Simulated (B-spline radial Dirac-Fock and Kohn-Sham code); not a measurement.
Pr⁴⁺ 2p1/2: cross section and angular parameters

System: Pr⁴⁺, configuration [Xe] 4f1; threshold 6499.1 eV (orbital energy of the model). Method: Dirac-Hartree-Slater photoionisation with a Latter tail; cross sections with all multipoles, angular parameters from the dipole term and its interference with E2. Computed with a radial finite-basis atomic code.

Input file task.json (cfg lists n, l and occupation; rrms is the nuclear radius in fm):

```json
{"items": [{
  "Z": 59,
  "q": 4,
  "cfg": [[1, 0, 2], [2, 0, 2], [2, 1, 6], [3, 0, 2], [3, 1, 6], [3, 2, 10], [4, 0, 2], [4, 1, 6], [4, 2, 10], [4, 3, 1], [5, 0, 2], [5, 1, 6]],
  "A": 141,
  "rrms": 4.8919,
  "do": "xps",
  "hv": [53.5, 83.9, 85.9, 90.9, 96.4, 118.0, 119.0, 121.0, 150, 200, 220.0, 234.0, 300, 625.0, 800, 964.0, 1253.6, 1790.0, 2984.4, 3330.0, 3370.0, 4430.0, 6000, 6320.0, 7610.0, 8047.8, 10400.0, 10800.0, 13000.0, 13300.0]
}]}
```

Command: `python xray2_run.py task.json out`

```tsv
hν (eV)	σ (kb)	β	γ	δ
7610	24.3	1.363	-0.129	0.019
8047.8	20.9	1.398	0.033	0.028
10400	10.4	1.433	0.678	0.056
10800	9.35	1.430	0.763	0.059
13000	?	?	?	?
13300	5.18	1.394	1.201	0.081
```

Task: Give the values at 13000 eV.

Result: σ = 5.53 kb, β = 1.399, γ = 1.155, δ = 0.079.
